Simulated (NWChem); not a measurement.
# CH5BOS; SMILES B(OC)S

```xyz
9

B     -0.9624    -0.0476     0.0000
H     -2.1443    -0.2886     0.0000
O     -0.5799     1.2417     0.0000
C      0.7660     1.6491     0.0000
H      0.7949     2.7473     0.0000
H      1.2957     1.2803     0.8946
H      1.2957     1.2803    -0.8946
S      0.2656    -1.3887     0.0000
H     -0.6366    -2.3901     0.0000
```
Atoms are numbered in this order, from 1.

Results from NWChem. Coordinates come from a PBE0/def2-SVP optimisation. Total energies of different functionals are on different scales.

```tsv
level	energy (Ha)	highest occupied level (eV)	orbital gap (eV)	dipole (D)	relative time
B3LYP/def2-SVP	-539.2351	-7.35	7.41	0.81	2
PBE/def2-SVP	-538.8566	-6.39	5.67	0.83	2
MPW1K/def2-SVP	-539.1923	-8.62	9.51	0.68	2
RPBE/def2-SVP	-539.1742	-6.36	5.70	0.81	2
OLYP/def2-SVP	-539.1677	-6.25	5.72	0.80	2
CAM-B3LYP/def2-SVP	-539.1533	-8.92	10.34	0.78	7
B97-D/def2-SVP	-539.1401	-6.36	5.82	0.80	2
BHandHLYP/def2-SVP	-539.1333	-8.73	10.05	0.74	1
TPSSh/def2-SVP	-539.2442	-7.01	6.82	0.75	2
Hartree-Fock/def2-SVP	-537.6920	-10.53	14.41	0.62	1
```

Relative times are rough (shared machine, one core).
